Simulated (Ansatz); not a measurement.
C2H6ClNSi (`C=C[SiH](N)Cl`), relaxed with RKS PBE-D4/def2-SVP in Ansatz 0.2.0 from a rough embedded geometry. The force threshold is 0.03 eV/Å; the program also tests the step.

The species carries charge 0 and has multiplicity 1.

Start:

```xyz
11

C     0.650    0.808   -1.525
C     0.799    0.820   -0.236
Si    0.046   -0.296    0.953
N    -1.663   -0.471    0.745
Cl    0.886   -2.109    0.634
H     0.107    0.005   -2.083
H     1.188    1.501   -2.163
H     1.385    1.570    0.248
H     0.291    0.102    2.420
H    -1.728   -0.739   -0.259
H    -1.962   -1.192    1.265
```

By how much does the energy fall, and how many steps does the optimiser take? (Best estimate.)

The calculation gave: 77.94 kJ/mol, in 20 steps, 2 of them rejected.

Which bonds change most? (An estimate is asked.)

Ansatz gave: Si3–Cl5 from 2.024 to 2.113 Å; N4–H11 from 0.938 to 1.023 Å; C2–Si3 from 1.796 to 1.870 Å; C1–C2 from 1.298 to 1.347 Å.

Give the relaxed structure. (Estimate.)

Computed: 
```xyz
11

C     1.182    0.714   -1.524
C     0.488    0.900   -0.384
Si    0.003   -0.461    0.803
N    -1.707   -0.384    1.059
Cl    0.703   -2.277   -0.019
H     1.516   -0.292   -1.829
H     1.442    1.552   -2.194
H     0.170    1.925   -0.111
H     0.644   -0.353    2.155
H    -2.322   -0.372    0.240
H    -2.119   -0.951    1.804
```
